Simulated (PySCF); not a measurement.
Exercise with solution: chemical shift, span and skew from a shielding tensor

Ga(F)(SiH3)2 (FGaH6Si2), SMILES [F][Ga]([SiH3])[SiH3]. Atoms are numbered in the order given.

```xyz
10

Ga    -0.1860    -0.1215     0.0165
F     -1.6834    -1.0915     0.1485
Si    -0.5031     1.8790    -1.3206
H      0.7719     2.2573    -2.0287
H     -0.8775     3.0179    -0.4053
H     -1.5977     1.6991    -2.3367
Si     1.6716    -1.1202     1.2173
H      2.5609    -0.0535     1.8020
H      2.4983    -1.9262     0.2467
H      1.1998    -2.0290     2.3190
```
Charge 0, spin multiplicity 1.

The structure is a stationary point at PBE-D3(BJ)/def2-SVP. The structure was generated by enumeration; whether it is a known compound was not checked.

GIAO shieldings from PBE/pcSseg-1 in PySCF, non-relativistic, no solvent. The symmetric part of the tensor of F2 has the principal values -104.4, 103.6, 440.4 ppm. The same nucleus in CFCl3 has σ = 133.6 ppm at this level (PySCF, at its B3LYP-D3(BJ)/def2-TZVP geometry).

Question: Work out the isotropic shielding, the ¹⁹F shift against CFCl3, the span and the skew.

Answer: 
σ(iso) = (σ11 + σ22 + σ33)/3 = 146.5 ppm. δ = σ(ref) − σ(iso) = 133.6 − (146.5) = -12.9 ppm.
Span Ω = σ33 − σ11 = 544.8 ppm. Skew κ = 3(σ(iso) − σ22)/Ω = 0.24. Tumbling in solution averages the tensor to δ; in a static solid the shielding alone would spread this spin-1/2 line over Ω.
